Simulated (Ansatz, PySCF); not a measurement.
Gas-phase reaction (SMILES): O[SiH](O)O [trihydroxysilane] + O (H2O) → O[Si](O)(O)O + [H][H] (H2); water cleaves one Si-H bond, a model of a ligand-exchange step.

Geometries: B3LYP-D3(BJ)/def2-TZVP minima from Ansatz (a first-principles code), one conformer each, not searched for the lowest. Correlated levels leave the core frozen unless marked. No spin-orbit coupling. No relativistic terms. Basis-set limits of correlation are two-point, X^-3; Hartree-Fock from the larger set. [CCSD(T)-MP2]/basis is that difference in the basis named. Thermal terms are rigid-rotor harmonic-oscillator values from B3LYP-D3(BJ) frequencies (Ansatz or PySCF) at 298.15 K and 1 atm. 1 Eh = 627.5095 kcal/mol.

```csv
species,"E, RI-MP2/CBS(aug-cc-pV(T+d)Z,aug-cc-pV(Q+d)Z)+[CCSD(T)-MP2]/aug-cc-pV(T+d)Z (Ansatz) (Eh)","E, r2SCAN-D4/def2-TZVPD (Ansatz + dftd4) (Eh)",H - E (Eh)
O[SiH](O)O,-517.16771,-517.71215,0.05830
O (H2O),-76.37791,-76.42298,0.02495
O[Si](O)(O)O,-592.40587,-593.00160,0.06559
[H][H] (H2),-1.17524,-1.17100,0.01336
```

Problem. Work out ΔE and ΔH at 298.15 K at the first level, then ΔH at the second.

Solution. 
1. ΔE = [(-592.40587) + (-1.17524)] - [(-517.16771) + (-76.37791)] = -0.03549 Eh = -22.3 kcal/mol at RI-MP2/CBS(aug-cc-pV(T+d)Z,aug-cc-pV(Q+d)Z)+[CCSD(T)-MP2]/aug-cc-pV(T+d)Z.
2. The terms H - E add up to -0.00430 Eh, so ΔH = (-0.03549 + (-0.00430))×627.5095 = -25.0 kcal/mol.
3. At r2SCAN-D4/def2-TZVPD the same steps give ΔE = -23.5 and ΔH = -26.2 kcal/mol, a shift of -1.2 from the first level.
4. These values are not checked against measurement here, since the tables used lack a sound gas-phase enthalpy of formation for at least one species.
